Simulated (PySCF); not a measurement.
Radial density of Se⁺ (selenium, charge +1)

UHF, [Ar] 3d10 4s2 4p3, high-spin 4S determinant. All numbers are calculated (PySCF 2.14, the spin-free X2C one-electron Hamiltonian (Gaussian nucleus), in cc-pVTZ-DK (6s5p3d1f, 43 functions)).

```json
{"r (bohr)": "0.000697", "4πr²ρ (e/bohr)": "0.2962", "4πr²(ρα − ρβ)": "0.0000"}
{"r (bohr)": "0.00117", "4πr²ρ (e/bohr)": "0.7292", "4πr²(ρα − ρβ)": "0.0000"}
{"r (bohr)": "0.00197", "4πr²ρ (e/bohr)": "1.759", "4πr²(ρα − ρβ)": "-0.0001"}
{"r (bohr)": "0.00332", "4πr²ρ (e/bohr)": "4.107", "4πr²(ρα − ρβ)": "-0.0001"}
{"r (bohr)": "0.00558", "4πr²ρ (e/bohr)": "9.100", "4πr²(ρα − ρβ)": "-0.0003"}
{"r (bohr)": "0.00938", "4πr²ρ (e/bohr)": "18.38", "4πr²(ρα − ρβ)": "-0.0003"}
{"r (bohr)": "0.0158", "4πr²ρ (e/bohr)": "31.60", "4πr²(ρα − ρβ)": "0.0009"}
{"r (bohr)": "0.0265", "4πr²ρ (e/bohr)": "41.61", "4πr²(ρα − ρβ)": "0.0083"}
{"r (bohr)": "0.0447", "4πr²ρ (e/bohr)": "38.24", "4πr²(ρα − ρβ)": "0.0368"}
{"r (bohr)": "0.0751", "4πr²ρ (e/bohr)": "35.26", "4πr²(ρα − ρβ)": "0.0958"}
{"r (bohr)": "0.126", "4πr²ρ (e/bohr)": "49.00", "4πr²(ρα − ρβ)": "0.0911"}
{"r (bohr)": "0.213", "4πr²ρ (e/bohr)": "35.75", "4πr²(ρα − ρβ)": "-0.0268"}
{"r (bohr)": "0.357", "4πr²ρ (e/bohr)": "28.55", "4πr²(ρα − ρβ)": "0.1932"}
{"r (bohr)": "0.601", "4πr²ρ (e/bohr)": "28.25", "4πr²(ρα − ρβ)": "0.0746"}
{"r (bohr)": "1.01", "4πr²ρ (e/bohr)": "7.446", "4πr²(ρα − ρβ)": "0.4340"}
{"r (bohr)": "1.70", "4πr²ρ (e/bohr)": "3.378", "4πr²(ρα − ρβ)": "1.7552"}
{"r (bohr)": "2.86", "4πr²ρ (e/bohr)": "0.9968", "4πr²(ρα − ρβ)": "0.7308"}
{"r (bohr)": "4.81", "4πr²ρ (e/bohr)": "0.03498", "4πr²(ρα − ρβ)": "0.0300"}
{"r (bohr)": "8.09", "4πr²ρ (e/bohr)": "7.322e-05", "4πr²(ρα − ρβ)": "0.0001"}
```

Densities and radii are taken from the X2C orbitals without a picture-change correction, which distorts them close to the nucleus.

Task: Where is the radial spin density 4πr²(ρα − ρβ) most negative, and why is it negative at all?

Result: Around r = 0.213 bohr, down to -0.0268 e/bohr: exchange with the open shell polarises the paired shells in an unrestricted calculation.
